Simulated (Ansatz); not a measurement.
A nudged elastic band was laid between two geometries of CH4BOSi (8 atoms, charge -1, multiplicity 1).

All numbers below come from UKS B3LYP-D4/def2-SVP in Ansatz.

| Property | Result |
| --- | --- |
| movable images | 5 |
| climbing image | yes |
| spring | 5.0 eV/Å² |
| optimiser | quadratic models (default) |
| start path | through a guess of the saddle point |
| force threshold | 0.05 eV/Å |
| iteration limit | 60 |
| end points | relaxed |

Initial state:

```xyz
8
Properties=species:S:1:pos:R:3
B -0.381 0.908 -0.208
C 0.457 0.510 0.947
O 1.118 0.155 1.841
Si -0.358 -1.118 -1.036
H -1.518 1.203 0.121
H 0.205 1.660 -0.969
H 1.163 -1.402 -0.945
H -0.687 -1.917 0.250
```

Final state:

```xyz
8
Properties=species:S:1:pos:R:3
B -0.419 0.853 -0.202
C 0.147 -0.449 0.271
O 0.477 -0.594 1.634
Si 0.824 -1.698 -0.884
H -0.838 1.049 -1.324
H -0.451 1.809 0.588
H 0.046 -1.214 -2.127
H 0.216 0.244 2.043
```

(1) What changes between the two ends?

(2) What energy profile does the band end with?

(3) What is the geometry of the highest image?

Answers

(1) Bonds broken: B1–Si4, Si4–H8. Bonds formed: C2–Si4, O3–H8.

(2) The run converged. The highest image is number 4 of 0 to 6, 2.73 eV above the first end and 1.72 eV above the last; the last end lies 1.01 eV above the first. A structure lower than the last end lies on the path between it and the top, so the climb from that side starts below the end, which may itself be a saddle point or a shallow side well. Neighbouring images differ by up to 1.7 eV, so the band resolves the path poorly. A vibrational analysis at the climbing image gives one clearly imaginary mode, 1552i cm⁻¹: a first-order saddle point. The orbitals stay closed-shell, which can raise the energy where a bond breaks towards radicals; this wasn't checked here. Limits of this set-up: an anion without diffuse functions, the dipole of an ion depends on the origin.

```
image  path coordinate (Å)  energy (eV)  B1–Si4 (Å)  Si4–H8 (Å)  C2–Si4 (Å)
    0                 0.00         0.00        2.19        1.55        2.69
    1                 1.53         0.18        2.24        1.55        2.81
    2                 3.07         0.27        2.31        1.55        2.66
    3                 4.60         0.99        2.66        1.51        1.96
    4                 6.14         2.73        2.87        1.80        1.84
    5                 7.83         1.00        2.95        2.62        1.82
    6                 9.52         1.01        2.92        3.56        1.83
```

(3) 
```xyz
8
Properties=species:S:1:pos:R:3:forces:R:3
B -0.434 1.292 -0.227 -0.02 0.01 0.00
C -0.176 -0.050 0.445 0.01 -0.03 0.03
O 0.057 -0.266 1.710 -0.01 0.03 -0.05
Si 0.801 -1.281 -0.512 0.00 0.02 0.00
H -1.061 1.341 -1.273 0.01 0.00 0.01
H -0.047 2.345 0.257 0.00 0.00 0.00
H 0.019 -1.920 -1.678 0.00 0.00 0.00
H 0.841 -1.461 1.278 0.00 -0.01 0.01
```

The run took 3.1 min on 2 threads of AMD EPYC 9B45 (Zen 5) (shared host), peak memory 0.25 GiB.
